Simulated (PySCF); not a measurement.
Static response to an electric field

Species: C4H6N2OSi.
Numbering: `[CH3:1]/[C:2]([C:3]#[N:4])=[N:5]/[SiH2:6][CH:7]=[O:8]` (hydrogens: H9, H10, H11 on C1; H12, H13 on Si6; H14 on C7)

Geometry (GFN2-xTB, Å), atoms numbered from 1 in this order:
```
atom  x, y, z in Å
C1    -2.286   -0.267    0.713
C2    -1.100    0.049   -0.141
C3    -1.329   -0.012   -1.553
N4    -1.486   -0.049   -2.688
N5     0.019    0.354    0.355
Si6    1.590    0.745   -0.191
C7     2.633   -0.589    0.720
O8     3.698   -0.972    0.314
H9    -3.096    0.429    0.492
H10   -2.013   -0.192    1.761
H11   -2.646   -1.272    0.494
H12    1.836    2.025    0.469
H13    1.939    0.734   -1.608
H14    2.241   -0.982    1.682
```

Level: B3LYP/def2-SVPD (PySCF), static field, nuclei fixed, core orbitals frozen in the response. The polarisability tensor in these axes (au):

```
x   118.16   0.88   8.74
y     0.88  69.88  -2.57
z     8.74  -2.57  91.95
```

Problem. What are the eigenvalues, a third of the trace, and Δα (Δα² = ½Σ(αi − αj)² over the three pairs)?

Solution. Principal values 69.51, 89.68 and 120.80 au; mean 93.33 au = 13.83 Å³ = 15.39 × 10⁻⁴⁰ C²·m²/J; Δα = 44.76 au (48 % of the mean).

Problem. What is the dipole moment, and where does it point?

Solution. (-2.73, 0.74, 2.78) D, 3.97 D in size, pointing from the negative to the positive side. Measured along this direction, the outermost atoms are O8 at the negative end and H10 and H9 at the positive end.

Problem. Rayleigh depolarisation ratio (linearly polarised light, static tensor)?

Solution. ρ = 3Δα²/(45ᾱ² + 4Δα²) = 6009.3/(391983 + 8012.5) = 0.015.

Problem. Give the principal axes and the span of the nuclei along them.

Solution. Largest value along (0.96, 0.00, 0.29), where the nuclei span 6.45 Å; middle along (-0.29, -0.14, 0.95), 4.45 Å; least along (-0.04, 0.99, 0.13), 3.08 Å. The response follows the extents in order.

Problem. What molar refraction does this α imply?

Solution. Lorentz–Lorenz: R = (4π/3)N_A α = 2.5225 cm³/(mol·Å³) × 13.83 Å³ = 34.9 cm³/mol, in the limit of long wavelengths.

Problem. What would n − 1 = 2πNα be for an ideal gas of these molecules at 298.15 K and 1 atm, electronic part alone?

Solution. N = p/kT = 2.4615 × 10¹⁹ cm⁻³, so n − 1 = 2π × N × 13.83 × 10⁻²⁴ cm³ = 2139 × 10⁻⁶ at long wavelengths.

Problem. How large is μ²/3kT at 273 K beside α?

Solution. In Gaussian units μ²/3kT = 139.23 Å³ against 13.83 Å³, a ratio of 10.07; the Debye molar polarisation (4π/3)N_A(α + μ²/3kT) is 386.1 cm³/mol, leaving out the vibrational part.

One conformer (not necessarily the lowest) at the GFN2-xTB geometry, without solvent, vibrations or thermal averaging.
